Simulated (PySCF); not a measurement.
Gas-phase reaction: 2 HOI → I2 + 2 H + 2 O

Energies from PySCF, thermal terms from the rigid-rotor harmonic-oscillator model, ideal gas at 1 bar. † marks an energy on the PBE0/def2-TZVP geometry and frequencies; other levels use their own. MP2 and CCSD(T) freeze the core. Open shells (unrestricted): H (multiplicity 2), O (multiplicity 3, electronic degeneracy 9); the rest are closed-shell singlets. Spin-orbit splitting is ignored; it lowers the true energy and changes the entropy of O. B3LYP is the form with VWN-RPA correlation. I: scalar-relativistic def2 core potential, no spin-orbit coupling. MP2 isn't extrapolated to the basis-set limit; its ΔH°(298 K) is 991.2 kJ in def2-SVP and 1110.9 kJ in def2-TZVPP. CCSD(T) isn't extrapolated to the basis-set limit; its ΔH°(298 K) is 960.0 kJ in def2-SVP and 1073.2 kJ in def2-TZVPP. The harmonic model lacks anharmonicity and excited electronic states, which grow with temperature; levels with a mode under 35 cm⁻¹ are left out.

ΔH° and ΔS° at 298 K: B3LYP/def2-TZVP† 1092 kJ, 304 J/K; CCSD(T)/def2-SVP† 960 kJ, 304 J/K; MP2/def2-TZVPP† 1111 kJ, 304 J/K; PBE/def2-SVP 1124 kJ, 302 J/K; r2SCAN/def2-TZVP† 1095 kJ, 304 J/K.

Problem. With the heat capacities included, give log10 K (1 bar) at 500, 600, 1400, 1600, 1800 K from B3LYP/def2-TZVP†, CCSD(T)/def2-SVP†, MP2/def2-TZVPP†, PBE/def2-SVP, r2SCAN/def2-TZVP†.

Solution. 
```csv
T (K),B3LYP/def2-TZVP†,CCSD(T)/def2-SVP†,MP2/def2-TZVPP†,PBE/def2-SVP,r2SCAN/def2-TZVP†
500,-98.0,-84.2,-99.9,-101.4,-98.3
600,-78.8,-67.3,-80.4,-81.7,-79.1
1400,-23.6,-18.7,-24.3,-24.9,-23.7
1600,-18.4,-14.0,-19.0,-19.5,-18.4
1800,-14.3,-10.4,-14.8,-15.3,-14.3
```
